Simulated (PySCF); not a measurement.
C5H6Si.
Bonds: C1–C2 (triple), C2–C3, C3–C4 (triple), C4–C5, C5–Si6. Hydrogens: H7 on C1; H8, H9 on C5; H10, H11, H12 on Si6.

Method: PySCF 2.14.0, PBE0-D3(BJ)/def2-SVP geometry optimisation, gas phase; density fitting, grid level 1; the optimiser is geomeTRIC in internal coordinates, started from a GFN2-xTB structure with every atom displaced at random (about 0.01 Å).

Step 0: E = -13140.3445 eV
```
atom  x, y, z in Å  |  force x, y, z in eV/Å
C1      3.8474   -0.5494   -0.7009   -2.844   0.037   0.640
C2      2.6503   -0.5525   -0.4235    1.498  -0.029  -0.358
C3      1.3158   -0.5773   -0.1102    7.292   0.264  -1.760
C4      0.1961   -0.6219    0.1779   -8.171  -0.307   1.827
C5     -1.2352   -0.6452    0.5069    1.519   1.215   0.462
Si6    -1.9810    1.1320    0.4758    0.355  -1.047   0.440
H7      4.8546   -0.5059   -0.9515    1.548   0.015  -0.360
H8     -1.3413   -1.0668    1.5080   -0.219  -0.102   0.382
H9     -1.7661   -1.2773   -0.1685   -0.668  -0.741  -0.855
H10    -3.3939    1.0025    0.8493   -0.523   0.072   0.110
H11    -1.8433    1.6693   -0.8621    0.048   0.369  -0.767
H12    -1.2636    1.9638    1.4539    0.165   0.254   0.239
```

Step 1: E = -13140.6629 eV
```
atom  x, y, z in Å  |  force x, y, z in eV/Å
C1      3.8182   -0.4328   -0.7195    0.612  -0.210  -0.101
C2      2.6587   -0.6261   -0.4151   -0.271   0.290  -0.005
C3      1.3321   -0.6973   -0.0928   -0.960  -0.100   0.291
C4      0.1411   -0.7277    0.2050    0.820   0.046  -0.262
C5     -1.2638   -0.6721    0.5324   -0.022  -0.107  -0.100
Si6    -1.9237    1.1206    0.4691    0.016  -0.151   0.019
H7      4.8615   -0.3418   -0.9767   -0.170   0.034   0.031
H8     -1.4316   -1.0744    1.5466   -0.066   0.013   0.008
H9     -1.8496   -1.3040   -0.1672    0.058   0.139   0.127
H10    -3.3725    1.1001    0.8227   -0.057   0.014   0.014
H11    -1.7511    1.6725   -0.9021    0.014   0.011  -0.046
H12    -1.1795    1.9545    1.4525    0.026   0.022   0.024
```

**Question.** Estimate the geometry and energy of step 2. (The exact step hangs on the optimiser's Hessian estimate; all steps are aligned on step 1, rigid shifts and turns removed.)

**Answer.** E = -13140.6790 eV, largest force 0.273 eV/Å
```
atom  x, y, z in Å  |  force x, y, z in eV/Å
C1      3.8384   -0.4574   -0.7216   -0.100  -0.233   0.067
C2      2.6655   -0.5983   -0.4214    0.086   0.248  -0.077
C3      1.3347   -0.6589   -0.0979   -0.158  -0.047   0.078
C4      0.1502   -0.6977    0.1982    0.152   0.000  -0.066
C5     -1.2553   -0.6647    0.5307    0.041  -0.040  -0.004
Si6    -1.9411    1.1126    0.4748   -0.011  -0.015   0.008
H7      4.8808   -0.4010   -0.9748   -0.004   0.049  -0.009
H8     -1.4252   -1.0708    1.5434   -0.009   0.000  -0.007
H9     -1.8370   -1.2924   -0.1679    0.003   0.021   0.014
H10    -3.3928    1.0758    0.8289    0.002   0.006   0.000
H11    -1.7735    1.6693   -0.8980    0.001   0.004  -0.003
H12    -1.2049    1.9549    1.4605   -0.002   0.007  -0.002
```

The energy changes by -0.0161 eV. The first-order estimate −F·Δx gives -0.0236 eV and the mean of the old and new forces, exact on a quadratic surface, -0.0159 eV. The step makes an angle of 82° with the force vector and moves no atom by more than 0.062 Å.

What follows is the cost of the whole optimisation. On one thread, Arm Neoverse N1 (aarch64), no GPU, shared host with 64 logical CPUs at a one-minute load of 60, this took 58 s wall and 0.50 GiB of memory at its peak.
